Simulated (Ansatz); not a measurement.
One change: `[OH][Ge]([F])([F])[SiH3]` becomes `[F][Ge]([F])([F])[SiH3]`.

Ansatz, PBE0-D4/def2-TZVP geometries, multiplicity 1. Each molecule was computed in one conformer, which needn't be the lowest.

Scalar relativity is left out up to krypton.

```json
{"property": "HOMO energy (ωB97M-V/def2-TZVPP) / eV", "`[OH][Ge]([F])([F])[SiH3]`": "-11.52"}
{"property": "size of the dipole moment (PBE/def2-TZVPP) / D", "`[OH][Ge]([F])([F])[SiH3]`": "2.07"}
{"property": "zero-point energy (PBE0-D4/def2-TZVP) / kJ/mol", "`[OH][Ge]([F])([F])[SiH3]`": "114.1"}
{"property": "LUMO energy (ωB97M-V/def2-TZVPP) / eV", "`[OH][Ge]([F])([F])[SiH3]`": "1.38"}
{"property": "HOMO energy (PBE0/def2-TZVPP) / eV", "`[OH][Ge]([F])([F])[SiH3]`": "-9.41"}
{"property": "LUMO energy (PBE0/def2-TZVPP) / eV", "`[OH][Ge]([F])([F])[SiH3]`": "-0.40"}
```

(1) What does the change do to each property? (Estimate.)

## Answers

(1) Ansatz gave: 
```tsv
property	`[F][Ge]([F])([F])[SiH3]`	shift
HOMO energy (ωB97M-V/def2-TZVPP) / eV	-11.82	-0.30
size of the dipole moment (PBE/def2-TZVPP) / D	3.87	1.80
zero-point energy (PBE0-D4/def2-TZVP) / kJ/mol	84.5	-29.6
LUMO energy (ωB97M-V/def2-TZVPP) / eV	1.11	-0.27
HOMO energy (PBE0/def2-TZVPP) / eV	-9.72	-0.31
LUMO energy (PBE0/def2-TZVPP) / eV	-0.74	-0.34
```

The zero-point energy changes by -29.6 kJ/mol with -3 modes. Dipoles are sizes alone; their direction can turn.

Positive LUMOs are unbound, so they and the gaps depend on the basis.
